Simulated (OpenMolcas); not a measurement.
## Zr+: from RASSCF to RASPT2

```yaml
Program: OpenMolcas 26.06
Basis: ANO-RCC-VDZP [6s5p3d1f]
Scalar_Hamiltonian: DKH2, point nucleus
Active_space: 3 electrons in 9 orbitals (RAS2 4d 5s; RAS3 5p, at most 2 electrons)
State_averaging: 2S+1 = 4 even, 20 roots; 2S+1 = 2 even, 70 roots kept (CI in the orbitals of an earlier block); 2S+1 = 4 odd, 45 roots; 2S+1 = 2 odd, 87 roots kept (CI in the orbitals of an earlier block, 80 in the spin-orbit step)
Spin-orbit_coupling: state interaction with AMFI integrals over the reference wave functions, term energies averaged over their components
```

Methods on the same reference wave functions:
A. RASSCF
B. SS-RASPT2, IPEA 0.25 Eh, imaginary shift 0.1 Eh (closed shells correlated: 4s 4p)
C. MS-RASPT2, IPEA 0.25 Eh, imaginary shift 0.1 Eh (closed shells correlated: 4s 4p)

Energies in cm⁻¹ above 4d² 5s ⁴F_3/2, the measured ground level; measured values from NIST Handbook of Basic Atomic Spectroscopic Data.

```tsv
Level	A	B	C	Measured
4d² 5s ⁴F_3/2	0.0	0.0	0.0	0.0
4d² 5s ⁴F_5/2	305	311	310	315
4d² 5s ⁴F_7/2	733	746	743	763
4d² 5s ⁴F_9/2	1269	1282	1279	1323
4d³ ⁴F_3/2	2739	3130	3090	2572
4d³ ⁴F_5/2	3073	3510	3500	2895
4d³ ⁴F_7/2	3506	3980	3980	3300
4d³ ⁴F_9/2	4011	4480	4480	3758
4d² 5s ²D_3/2(1) [74 %]	5652	4140	3870	
4d² 5s ²D_5/2(1)	5906	4370	4190	
4d³ ²P_1/2	7272	5870	5860	
4d² 5s ²F_5/2	7325	6700	6690	5753
4d³ ²P_3/2	7673	6260	6230	
4d² 5s ²F_7/2	7996	7400	7400	6468
4d² 5s ⁴P_1/2	8836	7810	7810	
4d² 5s ⁴P_3/2	9053	8030	8030	
4d² 5s ⁴P_5/2	9379	8350	8330	
4d³ ²G_7/2	9948	9040	9010	
4d³ ²G_9/2	10259	9350	9290	
4d³ ⁴P_1/2	11639	10510	10510	
4d³ ⁴P_3/2	11842	10710	10710	
4d³ ⁴P_5/2	12067	10940	10940	
4d³ ²H_9/2	15481	14460	14440	
4d³ ²H_11/2	15888	14880	14880
```

Deviations, from unrounded energies. A percentage is the sum of absolute deviations over the sum of measured energies, with the sign that they share, or ± where signs differ.

```tsv
Against measurement	Levels	A	B	C
mean absolute deviation (cm-1)	9	440	500	490
fine structure of the ground term (%)	3	-3.9	-2.6	-2.9
other terms of the ground configuration (%)	2	+25.4	+15.4	+15.2
other configurations (%)	4	+6.4	+20.6	+20.1
```

A lies closest to measurement on these levels and B furthest from it. The largest miss of A in the table is 4d² 5s ²F_5/2, by +1600 cm-1. The ranking rests on the paired levels alone, and a cruder setting can come out closer through cancelling errors.

Between B and C the level of the table that moves most is 4d² 5s ²D_3/2(1) [74 %], by 270 cm-1 (lowest in C, highest in B). Moves below CASPT2's spread within the term are not significant.

The two smallest mean deviations differ by little beside CASPT2's spread within terms, so their order carries little weight.

From A to B the spin-free energies of the other terms of 4d² 5s shown, above ⁴F, scale by factors of 0.68 to 0.91.

The lowest spin-free term lies below A's lowest term by 0.215 hartree in B, 0.215 hartree in C.

CASPT2 does not keep the components of a term degenerate, so their means are used; among the terms shown or strongly mixed into the levels shown the widest spread is 520 cm-1 (4d² 5s ⁴F, C). Some high roots are left out of the spin-orbit mixing, which shifts the levels that they would mix with. Terms from blocks run as CI alone lack orbitals of their own. Configurations are named by rounded mean occupations; where the s occupation lies near a half they are strongly mixed, a name can repeat and a true partner stay unpaired. A single d shell beside an s shell can misplace configurations of different d count against each other. Without dynamic correlation excited terms often stand tens of per cent too high (terms of higher spin than the ground term too low), and those without a measured partner can miss by more than the paired ones (holds for A). The CASPT2 spread within a term exceeds the gap to the next term for 4d³ ⁴F and 4d² 5s ²D(1), so the order of their levels is uncertain, and so are names and mixing where such terms share a J (holds for B; C). Some terms miss by over 15 % even with CASPT2, which points to a basis or an active space too small for the shells correlated (holds for B; C). Blocks of more than 70 roots (2S+1 = 2 odd) ran without multistate coupling (holds for C). Computed and measured levels are paired by configuration, term and J; levels that our copy of the source lacks, or whose pairing is in doubt (as where it misses far off the trend of its configuration), stay unpaired and out of the deviations. Only configurations of the active space appear. Levels that lie high or do not pair safely by name in every column are left out.

A share in square brackets marks a mixed level and gives the weight of the term that names it, the lowest over the columns. A number in round brackets counts repeated terms of one configuration in the order of the reference energies.
